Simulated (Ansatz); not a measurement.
`FCOC(F)[SiH3]`, relaxed with RKS PBE-D4/def2-SVP in the Gaussian-basis code of Ansatz from a rough embedded geometry. The force threshold is 0.03 eV/Å; the program also tests the step.

Total charge 0; spin multiplicity 1.

Start:

```xyz
12

F    -2.520   -0.724   -1.788
C    -1.882    0.011   -0.797
O    -0.512   -0.376   -0.812
C     0.144   -0.003    0.458
F    -0.175    1.350    0.564
Si    2.010   -0.103    0.449
H    -2.391   -0.270    0.161
H    -1.955    1.057   -0.969
H    -0.300   -0.476    1.288
H     2.530    0.399    1.747
H     2.640    0.673   -0.652
H     2.412   -1.537    0.351
```

Task: By how much does the energy fall, and how many steps does the optimiser take? (Estimate.)

Result: The calculation gave: 15.07 kcal/mol, in 14 steps.

Task: Which bonds change most? (Best estimate.)

Result: Ansatz gave: O3–C4 from 1.478 to 1.402 Å; C4–H9 from 1.053 to 1.117 Å; C4–Si6 from 1.869 to 1.925 Å; C2–H8 from 1.062 to 1.110 Å.

Task: Give the relaxed structure. (Best estimate.)

Result: Ansatz gave: 
```xyz
12

F    -2.210   -1.245   -0.628
C    -1.825    0.062   -0.849
O    -0.435    0.190   -0.779
C     0.089    0.105    0.518
F    -0.163    1.294    1.217
Si    1.993   -0.144    0.371
H    -2.323    0.701   -0.084
H    -2.117    0.359   -1.878
H    -0.417   -0.711    1.088
H     2.578   -0.152    1.755
H     2.559    0.996   -0.423
H     2.272   -1.454   -0.307
```
